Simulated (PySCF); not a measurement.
SMILES c1(C)cc(Cl)ccc1, GFN2-xTB optimised geometry.

```
15

C     -1.80    -1.89     0.00
C     -1.03    -0.60     0.00
C     -1.70     0.61     0.00
C     -1.00     1.81     0.00
C      0.38     1.81     0.00
C      1.05     0.60     0.00
Cl     2.78     0.57     0.00
C      0.36    -0.60     0.00
H     -1.13    -2.75    -0.02
H     -2.45    -1.94    -0.87
H     -2.42    -1.96     0.89
H     -2.78     0.62     0.00
H     -1.53     2.75     0.00
H      0.94     2.73     0.00
H      0.90    -1.54     0.00
```

Density from CAM-B3LYP/def2-TZVP (PySCF) at that geometry.

Minimum of the electron density along straight lines between bonded atoms, close to the bond critical point (lines longer than 1.1 times the sum of covalent radii, or with two minima, are not listed):

```csv
bond,length / Å,ρ at the minimum / e bohr⁻³,∇²ρ there / e bohr⁻⁵,position (fraction from the first atom)
C1–C2,1.498,___,-0.70,0.49
C2–C3,1.391,0.322,-0.96,0.50
C3–C4,1.382,0.326,-0.98,0.50
C4–C5,1.385,0.323,-0.97,0.50
C5–C6,1.384,0.326,-0.98,0.48
C6–Cl7,1.731,___,___,0.42
C2–C8,1.388,0.323,-0.96,0.50
C6–C8,1.385,0.325,-0.98,0.52
C1–H9,1.086,0.282,-0.98,0.64
C1–H10,1.089,0.279,-0.96,0.64
C1–H11,1.089,0.279,-0.96,0.64
C3–H12,1.080,0.288,-1.04,0.65
C4–H13,1.080,0.289,-1.05,0.65
C5–H14,1.078,0.290,-1.05,0.65
C8–H15,1.079,0.289,-1.04,0.65
```

Question: Some entries are withheld; supply them.

Answer: 
- C1–C2, ρ at the minimum / e bohr⁻³: 0.262
- C6–Cl7, ρ at the minimum / e bohr⁻³: 0.207
- C6–Cl7, ∇²ρ there / e bohr⁻⁵: -0.35
